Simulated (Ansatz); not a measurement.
CH$_{5}$IN$_{2}$Si, SMILES `I[SiH]1NCN1`, relaxed with RKS PBE-D4/def2-SVP in Ansatz from a rough embedded geometry. The force threshold is 0.03 eV/Å; the program also tests the step.

Charge 0, multiplicity 1. I takes the def2 core potential.

Start:

```xyz
10

I     1.130    0.662    2.728
Si    1.068    0.267    0.417
N     0.076   -1.026    0.041
C    -1.111   -0.215   -0.126
N    -0.285    0.980   -0.349
H     2.283    0.331   -0.444
H     0.369   -1.369   -0.932
H    -1.806   -0.465   -0.897
H    -1.678   -0.173    0.885
H    -0.046    1.008   -1.324
```

```tsv
step	energy (eV)	largest force (eV/Å)	largest move (Å)
1	-20061.4727	6.752	0.000
2	-20062.8101	1.531	0.195
3	-20063.0012	0.853	0.195
4	-20063.1198	0.399	0.200
5	-20063.2172	0.740	0.195
6	-20063.2821	1.046	0.194
7	-20063.4268	0.520	0.200
8	-20063.4419	0.675	0.200
9	-20063.4620	0.270	0.103
10	-20063.4831	0.728	0.154
11	-20063.5227	0.996	0.180
12	-20063.5578	0.930	0.122
13	-20063.5744	0.649	0.045
14	-20063.5865	0.254	0.028
15	-20063.5904	0.050	0.044
16	-20063.5907	0.016	0.019
```

End:

```xyz
10

I     1.604    0.717    2.607
Si    1.132    0.236    0.195
N     0.128   -1.146   -0.163
C    -1.014   -0.262   -0.471
N    -0.258    1.004   -0.524
H     2.471    0.370   -0.457
H    -0.032   -2.026    0.328
H    -1.486   -0.511   -1.453
H    -1.814   -0.275    0.310
H    -0.732    1.893   -0.373
```

It took 26 s on 4 threads of an Arm Neoverse V2 on a shared host, with 0.17 GiB of host memory at the peak.
